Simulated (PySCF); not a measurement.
Vertical excitations of a molecule C₂H₇FO₂Si from TDA-PBE/def2-SVPD in PySCF, as energy in eV (oscillator strength): 5.43 (0.003), 5.92 (0.007), 6.19 (0.003), 7.06 (0.075), 7.13 (0.006), 7.43 (0.033), 7.51 (0.002), 7.62 (0.034), 7.64 (0.021), 7.68 (0.004). Lowest triplet (TDA): 5.32 eV. Coordinates come from a PBE0-D3(BJ)/def2-SVP optimisation. Other conformers were not sampled.

### Question
Identify the compound among the candidates.
A. OCC[Si@H](O)F
B. COC[Si@@H](O)F
C. C[C@@H](O)[Si@@H](O)F
D. COCO[SiH2]F

### Answer
C, C[C@@H](O)[Si@@H](O)F
